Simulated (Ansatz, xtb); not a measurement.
## CH3F3SeSi: 4 structures ranked

4 gas-phase structures of CH3F3SeSi, from a drawn sample of its isomers (lower ones may exist). Each was relaxed with GFN2-xTB:

A. `C[Si](F)(F)[Se]F`, a singlet
B. `FC[Se][SiH](F)F`, a singlet
C. `F[Si](F)(F)C[SeH]`, a singlet
D. `C[Se][Si](F)(F)F`, a singlet

Which do you expect lowest at r2SCAN-D4/def2-SVP, and how would the others follow?

Calculated order at r2SCAN-D4/def2-SVP: D (0.0), C (11.3), A (51.7), B (52.6) kcal/mol. Less than 1 kcal/mol parts A and B, so the order within that pair means little.

Energies above the lowest of each column, in kcal/mol; the last columns are at PBE0-D4/def2-SVP geometries and were run for some of them only (a dash: not run or not comparable):

| structure | GFN2-xTB | HF/STO-3G | r2SCAN-D4/def2-SVP | PBE0-D4/def2-SVP | CCSD(T)/def2-SVP + ΔMP2/def2-TZVPP |
| --- | --- | --- | --- | --- | --- |
| D | 0.0 | 0.0 | 0.0 | 0.0 | 0.0 |
| C | 20.3 | 17.9 | 11.3 | 11.3 | 11.0 |
| A | 32.7 | 32.7 | 51.7 | 49.6 | 55.4 |
| B | 33.3 | 26.1 | 52.6 | – | – |

Every level run on D puts it lowest or level with the lowest. Flexible structures stand in one conformer each, not always the lowest. Frequencies (GFN2-xTB) were run for A, C, D alone. ΔMP2 is the change of the MP2 energy from the smaller to the larger basis.

Over these structures GFN2-xTB departs from r2SCAN-D4/def2-SVP by 11.8 kcal/mol on average once a common shift is removed. A GFN2-xTB relaxation took about 0.075 s and the r2SCAN-D4/def2-SVP energy about 2.8 s on a shared host (Ansatz 0.2.0, xtb 6.7.1).
